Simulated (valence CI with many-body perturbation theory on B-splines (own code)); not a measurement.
Level structure of Sb²⁰⁺

Calculated by relativistic CI+MBPT: three valence electrons over a frozen Dirac-Fock core [Ar] 3d10, radial functions for each j: 11 s, 11 p, 9 d, 7 f, 5 g, 2 h, 1 i, with the one-electron correlation potential Σ1 (screened to all orders), the two-electron term Σ2, the three-electron term Σ3, Breit, model QED; selected single and double excitations, second order for the rest (own B-spline code, finite nucleus).

No measured spectrum was set against this ion. As an estimate, levels hold to about 250 cm⁻¹ or 0.2 % of their energy and the worst to 1 %, as in measured heavy ions of charge 2 to 7; those with d or f electrons hold less well.

Levels 1 to 45 of 65, with energies above the lowest level, 4s²4p ²P°_1/2. "Leading %" is the weight of the configuration and term that name the level; weights of strongly mixed levels are sums over their largest components and can fall short. In the jj column 3d3/2^4 stands for four electrons in 3d with j = 3/2. Lifetimes count E1, E2, E3, M1 and M2 decay at the calculated energies, and are blank where another channel may lead or the interval is too uncertain; long ones can be off by a factor of two.

| No. | Configuration | Term | J | E (cm⁻¹) | Leading % | Lifetime | Leading jj |
| --- | --- | --- | --- | --- | --- | --- | --- |
| 1 | 4s²4p | ²P° | 1/2 | 0 | 99 |  | 4s^2 4p1/2 (99 %) |
| 2 | 4s²4p | ²P° | 3/2 | 99626 | 98 | 112 μs | 4s^2 4p3/2 (98 %) |
| 3 | 4s4p² | ⁴P | 1/2 | 346210 | 84 | 426 ps | 4s 4p1/2^2 (81 %) |
| 4 | 4s4p² | ⁴P | 3/2 | 408060 | 96 | 3.38 ns | 4s 4p1/2 4p3/2 (97 %) |
| 5 | 4s4p² | ⁴P | 5/2 | 437360 | 68 | 519 ps | 4s 4p1/2 4p3/2 (86 %) |
| 6 | 4s4p² | ²D | 3/2 | 490200 | 82 | 40.0 ps | 4s 4p1/2 4p3/2 (85 %) |
| 7 | 4s4p² | ²P | 1/2 | 523360 | 68 | 11.8 ps | 4s 4p1/2 4p3/2 (74 %) |
| 8 | 4s4p² | ²D | 5/2 | 536620 | 64 | 136 ps | 4s 4p3/2^2 (85 %) |
| 9 | 4s4p² | ²S | 1/2 | 622710 | 66 | 15.9 ps | 4s 4p3/2^2 (89 %) |
| 10 | 4s4p² | ²P | 3/2 | 630780 | 85 | 8.82 ps | 4s 4p3/2^2 (82 %) |
| 11 | 4s²4d | ²D | 3/2 | 754130 | 92 | 5.18 ps | 4s^2 4d3/2 (92 %) |
| 12 | 4s²4d | ²D | 5/2 | 771600 | 93 | 6.80 ps | 4s^2 4d5/2 (93 %) |
| 13 | 4p³ | ²P° | 3/2 | 865510 | 35 | 18.9 ps | 4p1/2^2 4p3/2 (91 %) |
| 14 | 4p³ | ⁴S° | 3/2 | 936810 | 53 | 14.2 ps | 4p1/2 4p3/2^2 (92 %) |
| 15 | 4p³ | ²D° | 5/2 | 942200 | 84 | 34.1 ps | 4p1/2 4p3/2^2 (84 %) |
| 16 | 4p³ | ²P° | 1/2 | 995370 | 92 | 15.5 ps | 4p1/2 4p3/2^2 (92 %) |
| 17 | 4s4p4d | ⁴F° | 3/2 | 1023400 | 89 | 112 ps | 4s 4p1/2 4d3/2 (92 %) |
| 18 | 4s4p4d | ⁴F° | 5/2 | 1042000 | 85 | 69.3 ps | 4s 4p1/2 4d3/2 (60 %) |
| 19 | 4p³ | ²P° | 3/2 | 1063500 | 52 | 15.3 ps | 4p3/2^3 (81 %) |
| 20 | 4s4p4d | ⁴F° | 7/2 | 1073400 | 82 | 43.7 ps | 4s 4p1/2 4d5/2 (71 %) |
| 21 | 4s4p4d | ⁴P° | 5/2 | 1085000 | 55 | 8.52 ps | 4s 4p1/2 4d5/2 (90 %) |
| 22 | 4s4p4d | ⁴D° | 3/2 | 1092500 | 52 | 5.79 ps | 4s 4p1/2 4d3/2 (54 %) |
| 23 | 4s4p4d | ⁴D° | 1/2 | 1095300 | 79 | 4.70 ps | 4s 4p1/2 4d3/2 (84 %) |
| 24 | 4s4p4d | ⁴F° | 9/2 | 1133700 | 100 |  | 4s 4p3/2 4d5/2 (100 %) |
| 25 | 4s4p4d | ²F° | 5/2 | 1135300 | 67 | 11.6 ps | 4s 4p1/2 4d5/2 (53 %) |
| 26 | 4s4p4d | ²D° | 3/2 | 1145700 | 61 | 6.54 ps | 4s 4p3/2 4d3/2 (30 %) |
| 27 | 4s4p4d | ⁴P° | 1/2 | 1161600 | 88 | 7.06 ps | 4s 4p3/2 4d3/2 (97 %) |
| 28 | 4s4p4d | ⁴D° | 5/2 | 1163700 | 62 | 5.62 ps | 4s 4p3/2 4d3/2 (83 %) |
| 29 | 4s4p4d | ⁴D° | 7/2 | 1164800 | 79 | 5.75 ps | 4s 4p3/2 4d5/2 (52 %) |
| 30 | 4s4p4d | ⁴P° | 3/2 | 1165300 | 60 | 6.43 ps | 4s 4p3/2 4d3/2 (80 %) |
| 31 | 4s4p4d | ²D° | 5/2 | 1188900 | 50 | 9.88 ps | 4s 4p3/2 4d5/2 (90 %) |
| 32 | 4s4p4d | ²D° | 3/2 | 1221100 | 42 | 4.88 ps | 4s 4p3/2 4d5/2 (35 %) |
| 33 | 4s4p4d | ²F° | 7/2 | 1230500 | 98 | 14.1 ps | 4s 4p3/2 4d5/2 (72 %) |
| 34 | 4s4p4d | ²F° | 7/2 | 1252200 | 79 | 5.14 ps | 4s 4p3/2 4d5/2 (58 %) |
| 35 | 4s4p4d | ²F° | 5/2 | 1253000 | 79 | 4.76 ps | 4s 4p3/2 4d3/2 (74 %) |
| 36 | 4s4p4d | ²P° | 1/2 | 1270100 | 88 | 5.37 ps | 4s 4p3/2 4d5/2 (52 %) |
| 37 | 4s4p4d | ²P° | 1/2 | 1281500 | 92 | 4.72 ps | 4s 4p3/2 4d3/2 (54 %) |
| 38 | 4s4p4d | ²D° | 3/2 | 1297100 | 51 | 3.56 ps | 4s 4p3/2 4d3/2 (56 %) |
| 39 | 4s4p4d | ²P° | 3/2 | 1297400 | 84 | 5.12 ps | 4s 4p3/2 4d5/2 (86 %) |
| 40 | 4s4p4d | ²D° | 5/2 | 1304000 | 81 | 3.56 ps | 4s 4p3/2 4d5/2 (78 %) |
| 41 | 4s²4f | ²F° | 5/2 | 1451900 | 87 | 4.39 ps | 4s^2 4f5/2 (87 %) |
| 42 | 4s²4f | ²F° | 7/2 | 1452300 | 88 | 4.83 ps | 4s^2 4f7/2 (88 %) |
| 43 | 4p²4d | ⁴F | 3/2 | 1459300 | 56 | 23.4 ps | 4p1/2^2 4d3/2 (89 %) |
| 44 | 4p²4d | ⁴F | 5/2 | 1488600 | 37 | 20.8 ps | 4p1/2^2 4d5/2 (75 %) |
| 45 | 4p²4d | ²F | 5/2 | 1519800 | 60 | 36.1 ps | 4p1/2 4p3/2 4d3/2 (88 %) |

Names give the largest LS component (configuration and term), which can be under half, so a name can repeat, a term be missing and a line seem to break the LS rules; names also repeat where a configuration has a term twice.

Where two levels of one J and parity lie close, their mixing, g and order are uncertain.

The ionisation energy to 4s² ¹S0 of the next ion comes out as 585.52 eV (NIST: 584 ± 4 eV (theoretical)). All 65 levels together are meant to be complete up to 1715000 cm⁻¹.
